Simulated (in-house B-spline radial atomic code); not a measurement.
**Ionising Zn VII (Zn6+) with different functionals**

Computed with an all-electron radial atomic-structure program (B-spline basis): four-component Dirac-Coulomb Hamiltonian, Fermi nucleus of rms radius 3.9283 fm, spin-restricted, spherical fractional occupations for the functionals, and exact exchange of hybrids averaged over the configuration. The ionisation energy is the difference of two self-consistent energies, [Ar] 3d6 → [Ar] 3d5, without Breit or QED terms; ε is the level of the shell that loses the electron (mean over j). The electron is taken from both j subshells in proportion to 2j + 1, so the result is a j average, not the step between ground levels.

```csv
method,rung,ΔSCF (eV),-ε(3d) (eV)
PBE0,global hybrid,?,?
B3LYP,global hybrid,140.14,129.10
BHandHLYP,global hybrid,139.80,133.91
CAM-B3LYP,range-separated hybrid,?,?
```

Question: What does CAM-B3LYP give?

Answer: ΔSCF 140.09 eV, and -ε(3d) = 131.11 eV.

Question: What does PBE0 give?

Answer: ΔSCF 139.99 eV, and -ε(3d) = 129.81 eV.

Question: Among the functionals, which spreads more, the ΔSCF values or the orbital energies?

Answer: The orbital energies: ΔSCF values span about 0.34 eV and the orbital energies 4.81 eV; here energy differences depend much less on the functional than eigenvalues do.

Question: How do they compare with the NIST value?

Answer: NIST lists 134 eV ± 1.2 (semi-empirical, ground level to ground level). Errors run from +5.90 to +6.24 eV. The correlated functionals all miss on the same side by more than they spread, so the cause is common to them (Breit-QED terms, spin polarisation, the choice among j levels, multiplet and fine-structure energies, or a listed next ion that isn't the cheapest removal here) and closeness doesn't rank the functionals.
